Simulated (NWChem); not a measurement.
## arsine (H₃As) in NWChem

```xyz
4

As     0.0010     0.0726     0.0000
H     -0.6465    -0.7900     1.1000
H     -0.6465    -0.7900    -1.1000
H      1.2585    -0.8174     0.0000
```
Charge 0, spin multiplicity 1.

Program: NWChem. The geometry was optimised at PBE/def2-SVP, a minimum by its harmonic frequencies.

Symmetry labels belong to the abelian group Cs used in the runs, with the axes of the coordinates shown; states degenerate in a higher group split over its labels.

The Hamiltonian is non-relativistic. B3LYP has NWChem's definition, with VWN1-RPA local correlation.

List the lowest 6 singlet excitations that TD-B3LYP/def2-SVPD, VWN1-RPA local correlation gives, with oscillator strengths.


```csv
state,symmetry,energy (eV),wavelength (nm),f
1,a',6.78,183,0.147
2,a",7.11,174,0.067
3,a',7.11,174,0.067
4,a",8.76,142,0.000
5,a",8.99,138,0.072
6,a',8.99,138,0.071
```
